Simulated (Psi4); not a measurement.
HCl$_{3}$Si, charge -1, doublet, at a GFN2-xTB geometry (a state made from the parent by changing its charge; the spin is typed, not shown lowest) (a gas-phase anion, which may not be bound at this level).

Psi4 was given this input:
```
memory 2 GB

molecule {
-1 2
  Si    0.24470920    0.27168732    0.12676686
  Cl   -1.09335905   -1.23658447   -0.34820121
  Cl   -1.27515476    1.96775416    0.22818236
  Cl    2.14529555   -0.97049972   -0.07733403
  H     0.36878146    0.26498816    1.58026276
}

set basis 3-21g
set reference uhf

energy('ccsd(t)')
print_variables()
```

What does this run give for the total energy, nuclear repulsion energy, number of basis functions?


```yaml
total_energy: -1660.2497 Eh
nuclear_repulsion_energy: 313.7683 Eh
number_of_basis_functions: 54
```

A gas-phase anion may not be bound at this level; its values then depend on the basis.

These values belong to the state on which the SCF converged, which isn't shown to be the lowest.
